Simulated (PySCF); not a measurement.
**Interval between two levels of Tc⁺ by level of theory**

Tc⁺ [Kr] 4d5 5s1 [7S3, M_J = 3] → Tc⁺ [Kr] 4d4 5s1 6s1 [7D5, M_J = 5], as a difference of total energies. Calculation: PySCF 2.14, in x2c-SVPall-2c with one added diffuse shell each of s, p, d type (7s9p7d1f, 76 functions); the two-component X2C-1e Hamiltonian. Correlated levels: [Ar] 3d10 frozen; the 6 highest virtual spinors dropped. "Screened" scales the spin-orbit matrix elements by Boettger's factors to mimic the two-electron term; Breit and QED terms are absent.

```csv
method,interval between two levels (cm⁻¹)
GHF (spin-free),113330
GMP2 (spin-free),116990
GHF (screened spin-orbit),114280
GMP2 (screened spin-orbit),117970
```

The labels give the starting determinants; with spin-orbit coupling the two ends relaxed to ⟨J²⟩ = 12.00, ⟨L²⟩ = 0.02, ⟨S²⟩ = 11.99 and ⟨J²⟩ = 30.01, ⟨L²⟩ = 6.06, ⟨S²⟩ = 11.97.

The promoted electron is Rydberg-like, and one or two diffuse shells describe it only roughly, which tends to raise the upper state.
